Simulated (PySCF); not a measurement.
Al(H)(OH)(SeH) (AlH₃OSe), SMILES [SeH][AlH][OH].

Geometry optimised at PBE-D3(BJ)/def2-TZVP. Other conformers were not sampled.

Calculation: TDDFT-M06-2X/def2-SVPD run with PySCF.

Vertical excitations. The molecule is in vacuum. State labels are in the subgroup Cs.

Q: Give excitation energies, oscillator strengths and character. (An estimate is asked for; the answer gives what the named calculation found.)

A: 
```
state  symmetry  energy (eV)  λ (nm)      f                                                              main pairs
-----  --------  -----------  ------  -----  ----------------------------------------------------------------------
S1           A"         5.52     225  0.002  HOMO→LUMO+2 51 %, HOMO→LUMO+3 15 %, HOMO→LUMO+1 15 %, HOMO→LUMO+4 11 %
S2           A'         5.74     216  0.070                                                          HOMO→LUMO 92 %
S3           A"         5.77     215  0.069                                      HOMO→LUMO+1 58 %, HOMO→LUMO+2 28 %
S4           A"         6.31     196  0.003                                                        HOMO−1→LUMO 94 %
S5           A"         6.79     183  0.001                    HOMO→LUMO+3 50 %, HOMO→LUMO+1 18 %, HOMO→LUMO+2 10 %
S6           A'         7.06     176  0.014                                                      HOMO−1→LUMO+2 74 %
S7           A'         7.25     171  0.226                                                      HOMO−1→LUMO+1 76 %
S8           A"         7.30     170  0.013                                      HOMO→LUMO+4 76 %, HOMO→LUMO+3 15 %
S9           A"         7.49     166  0.003                                                        HOMO→LUMO+5 84 %
S10          A"         7.64     162  0.006                                                        HOMO−2→LUMO 71 %
T1           A'         5.05     245      0                                                          HOMO→LUMO 94 %
T2           A"         5.23     237      0   HOMO→LUMO+2 55 %, HOMO→LUMO+3 14 %, HOMO→LUMO+4 13 %, HOMO→LUMO+1 9 %
T3           A"         5.48     226      0                    HOMO→LUMO+1 54 %, HOMO→LUMO+2 21 %, HOMO→LUMO+3 14 %
T4           A"         5.97     208      0                                                        HOMO−1→LUMO 90 %
```
Triplets are in the Tamm–Dancoff approximation, which puts them higher than full response would, so one can lie above its singlet here.
